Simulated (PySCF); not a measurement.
Ligands exchanged one at a time, Ge F-H. All species are isolated molecules in the gas phase. Strings in code marks are SMILES.

The HOMO–LUMO gap from two functionals at the same geometries (r2SCAN-D4/def2-TZVP), both in PySCF: PBE-D3(BJ)/def2-TZVP and r2SCAN-D4/def2-TZVP. 

```csv
species,PBE-D3(BJ)/def2-TZVP (eV),r2SCAN-D4/def2-TZVP (eV)
0 of 4 F replaced by H (`[F][Ge]([F])([F])[F]`),7.56,8.52
1 of 4 F replaced by H (`[F][GeH]([F])[F]`),8.00,8.89
2 of 4 F replaced by H,7.55,8.36
3 of 4 F replaced by H,7.11,7.91
```

Over these rows, drawn at random from the members with no instability flagged (it was tested for open shells, ions and some series alone), PBE minus r2SCAN-D4: mean -0.86 eV, from -0.95 eV to -0.80 eV.
